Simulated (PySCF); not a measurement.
**Si2H3Cl2F**

Si2H3Cl2F is a small molecule, neutral, singlet. The structure, one conformer, was relaxed in the gas phase by PBE0-D3(BJ)/def2-SVP. No frequency run checks that it is a minimum.

SMILES: F[Si]([SiH3])(Cl)Cl

Coordinates in Å:
```
Si1     0.991    0.199    0.535
Si2    -0.903   -0.257   -0.739
Cl3     1.610    2.138    0.282
Cl4     0.633   -0.137    2.526
F5      2.225   -0.753    0.104
H6     -1.989    0.655   -0.279
H7     -0.598   -0.011   -2.179
H8     -1.298   -1.680   -0.528
```

Shieldings: GIAO PBE0/pcSseg-2. Shifts are against computed references at the same level: H TMS (σ 31.24 ppm), Si TMS (σ 341.3 ppm). Core levels by delta-SCF with SCAN, pcX-2 on the ionised atom and pcseg-1 elsewhere, spin-free X2C (2p3/2 is the spin-free 2p value less a third of a first-order spin-orbit splitting); from the vacuum level, for chosen atoms.

Give the NMR and core-level values of the distinct atoms.


```csv
atoms,bonded to,σ (ppm),δ (ppm),core level (eV)
Si1,2 Cl + 1 F + 1 Si,325.2,16.1,2p3/2 109.39
Si2,1 Si + 3 H,446.1,-104.8,2p3/2 107.42
Cl3 Cl4,1 Si,791.5,-,2p3/2 206.52
F5,1 Si,279.8,-,1s 692.85
H6 H7 H8,1 Si,27.55,3.69,-
```

Values are those of this one static structure, with the three H of a rotating XH3 group averaged; atoms that internal rotation interchanges would show their mean in an NMR spectrum.

Which of Si1, Si2 holds its core electrons tightest, and by how much against the loosest?

Si1 (bonded to 2 Cl + 1 F + 1 Si), by 1.98 eV over Si2 (bonded to 1 Si + 3 H).

By CAM-B3LYP/def2-SVPD (TDDFT singlets, Tamm-Dancoff triplets, ionisation by delta-SCF), where does absorption start, and what does vertical ionisation take?

The lowest singlet lies at 7.24 eV (f 0.069), the strongest of the first 6 at 7.79 eV (f 0.311), the lowest triplet at 6.32 eV; vertical ionisation takes 11.04 eV.

The 3 runs behind this took 110 s in all, one thread each of Intel Xeon Platinum 8488C on a shared host, launched as `OMP_NUM_THREADS=1 python cluster_run.py task.json out`.
